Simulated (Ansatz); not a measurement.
The cluster Si3O6. The state is a singlet with charge 0. Geometry PBE0-D4/def2-SVP; atoms count from 1.

```xyz
9

Si   -0.0001    0.0002   -0.0001
Si    1.5940    1.4664    0.9871
Si   -1.5940   -1.4665   -0.9870
O    -0.0591    1.2054    1.1586
O    -1.0068    0.0714   -1.3343
O     1.6440    0.2532   -0.1774
O    -0.5784   -1.5294    0.3527
O    -2.6069   -2.3986   -1.6142
O     2.6072    2.3979    1.6147
```

The structure comes from a short search, and lower isomers may exist.

Question: Estimate the Mulliken populations from the PBE0/def2-TZVP orbitals of Ansatz.

Answer: 
```tsv
atom	charge (e)
Si1	0.86
Si2	0.78
Si3	0.78
O4	-0.37
O5	-0.37
O6	-0.37
O7	-0.37
O8	-0.46
O9	-0.46
```
Mulliken values and Mayer orders depend strongly on the basis.

Question: And the Mayer bond orders between bonded heavy atoms (over 0.3)?

Answer: Si1–O4 1.11 (1.67 Å); Si1–O5 1.11 (1.67 Å); Si1–O6 1.11 (1.67 Å); Si1–O7 1.11 (1.67 Å); Si2–O4 1.09 (1.68 Å); Si2–O6 1.09 (1.68 Å); Si2–O9 2.21 (1.51 Å); Si3–O5 1.09 (1.68 Å); Si3–O7 1.09 (1.68 Å); Si3–O8 2.21 (1.51 Å).
